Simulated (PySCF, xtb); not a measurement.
SeHF, SMILES F[SeH].

Harmonic wavenumbers (cm⁻¹) from xtb with GFN2-xTB at its own minimum, in rising order: 504, 727, 2028.

Task: What does B3LYP-D3(BJ)/def2-TZVP run with PySCF give at its own minimum? (An estimate is asked for; the answer gives what the named calculation found.)

Result: 653, 858, 2372. Paired by order, the mean absolute difference is 208 cm⁻¹ and the zero-point energies are 4.7 and 5.6 kcal/mol.
